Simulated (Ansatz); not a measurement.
System: sum formula HPO, charge 0, multiplicity 1. 
Geometry from a B3LYP-D3(BJ)/def2-TZVP (Ansatz, an electronic-structure program) optimisation:
```xyz
3

P     -0.0445    -0.0418    -0.4790
O     -0.0789     0.0248     1.0025
H      1.2993     0.4287    -0.8354
```
Charge 0, spin multiplicity 1.

Quantity: vertical ionisation energy (to the doublet state of charge +1; each state is the SCF solution reached for its spin; for the doublet T1 is 0.073; for the singlet the Hartree-Fock reference is unstable and T1 is 0.019), in eV. Valence correlation only, unless marked. UHF or UKS for open shells. No spin-orbit coupling. No relativistic terms. CBS(X,Y): correlation extrapolated as X^-3; Hartree-Fock from the larger set.

```tsv
level	program	vertical ionisation energy (eV)
HF/aug-cc-pV(T+d)Z	Ansatz	9.36
HF/aug-cc-pV(Q+d)Z	Ansatz	9.36
```

**Question.** Predict the CCSD(T)/CBS(aug-cc-pV(T+d)Z,aug-cc-pV(Q+d)Z) result (Ansatz).

**Answer.** 10.49 eV
